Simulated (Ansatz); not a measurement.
`F[SiH2][AlH][Cl]` at its PBE0-D4/def2-TZVP geometry, where that method's forces vanish. Charge 0, multiplicity 1.

```xyz
7

F    -0.4731   -0.5916    2.0364
Si   -0.9074   -0.3130    0.5136
Al    1.0253    0.4138   -0.8279
Cl    2.8867    0.5676    0.1275
H    -1.5097   -1.5681   -0.0186
H    -1.9848    0.7166    0.5349
H     0.9630    0.7746   -2.3660
```

(1) What forces (eV/Å) does B3LYP-D4/def2-TZVPP give on these atoms in Ansatz 0.2.0? (Best estimate.)

Results:

(1) The calculation gave: 
```
F1   0.058 -0.034  0.192
Si2 -0.149  0.023 -0.222
Al3 -0.111  0.016 -0.159
Cl4  0.129  0.011  0.066
H5   0.025  0.065  0.030
H6   0.050 -0.057  0.000
H7  -0.002 -0.023  0.093
```

B3LYP here is the variant with VWN-RPA as its local correlation; programs differ in this.
